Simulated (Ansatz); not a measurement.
AlFH2OZn (`[OH][AlH][Zn][F]`). Total charge 0; spin multiplicity 1.

Cartesian coordinates in Å:
```
O 0.045 -1.666 0.521
Al -0.077 -0.353 -0.548
Zn 0.098 1.826 0.548
F 0.224 3.407 1.334
H -0.005 -2.580 0.245
H -0.285 -0.634 -2.099
```

(1) List the harmonic frequencies (cm⁻¹, unscaled) at PBE0-D4/def2-TZVP in Ansatz. (An estimate is asked.)

(2) Is this a minimum?

(3) Give the ideal-gas thermochemistry at 298.15 K and 1 bar (rigid rotor, harmonic oscillator; point group Cs, symmetry number 1).

## Answers

(1) The calculation gave: 82, 102, 158, 297, 365, 476, 568, 638, 700, 855, 1903, 3944.

(2) Yes, all 12 modes are real.

(3) Zero-point energy 60.3 kJ/mol; H(298) − E = 79.8 kJ/mol; entropy 341.1 J/(mol·K), of which translation 169.5, rotation 111.2, vibration 60.5; G(298) − E = -21.9 kJ/mol. Modes under 100 cm⁻¹ are hindered rotations or soft bends, so the harmonic entropy is rough.
